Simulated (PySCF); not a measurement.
S: excitation energy

S [Ne] 3s2 3p4 (3P) → S [Ne] 3s2 3p3 4s1 (5S), as a difference of total energies. Calculation: PySCF 2.14, in dyall-acv3z (19s12p6d4f, 113 functions); no relativity, point nucleus. Correlated levels: valence: [Ne] frozen; valence and next inner shell: 1s2 frozen; virtual orbitals above 40 to 60 times the deepest correlated orbital energy dropped. The calculations carry no spin-orbit coupling.

Task: Order these methods by the excitation energy they give, lowest first.
A. PBE
B. r2SCAN
C. MP2 (valence)
D. PBE0

Result: C (51596 cm⁻¹), A (53684 cm⁻¹), D (54101 cm⁻¹), B (54976 cm⁻¹).

Errors of the correlated levels include the incompleteness of this basis and the frozen core.

The promoted electron is Rydberg-like, and one or two diffuse shells describe it only roughly, which tends to raise the upper state.

For comparison: 52428 cm⁻¹ (measured; NIST levels, between the centres of gravity of the two terms).
